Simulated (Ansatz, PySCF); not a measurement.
Constitutional and geometric isomers with formula CH6B2. Gas-phase values, no solvent. One relaxed conformer stands for each flexible species; it need not be the lowest. Strings in code marks are SMILES.

Quantity: electronic energy of isomers of CH6B2 relative to `BCB`, in kJ/mol.

Level 1: PBE-D3(BJ)/def2-TZVP // B3LYP-D3(BJ)/def2-TZVP (PySCF)
Level 2: B3LYP/6-311+G** // B3LYP-D3(BJ)/def2-TZVP (PySCF)
Level 3: PBE/6-31G* // B3LYP-D3(BJ)/def2-TZVP (PySCF)
Level 4: HF/cc-pVQZ // B3LYP-D3(BJ)/def2-TZVP (Ansatz, an electronic-structure program)

| species | level 2 | level 3 | level 4 |
|---|---|---|---|
| `BBC` | 17.59 | 17.60 | 25.24 |

Problem. What does level 1 give for each?

Solution. 
- `BBC`: 15.41
